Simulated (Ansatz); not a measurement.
`N[SiH]N[SiH2]N`, charge 0, multiplicity 2.

Task: Give a relaxed structure at PBE0-D4/def2-TZVP (Ansatz). (An estimate is asked.)

Result: The calculation gave: 
Z-matrix (Å, degrees):
```
Si
N 1 1.729
N 1 1.722 2 110.6
H 1 1.492 2 114.3 3 -117.8
H 1 1.485 2 104.2 3 122.8
H 2 1.009 1 119.1 3 68.0
H 2 1.009 1 117.6 3 -154.3
Si 3 1.733 1 127.6 2 55.2
H 3 1.009 1 115.6 2 -118.0
N 8 1.715 3 104.7 1 -6.1
H 8 1.504 3 113.7 1 109.2
H 10 1.006 8 121.5 3 163.0
H 10 1.010 8 119.4 3 -45.7
```
This is one stationary point; other conformers may exist.
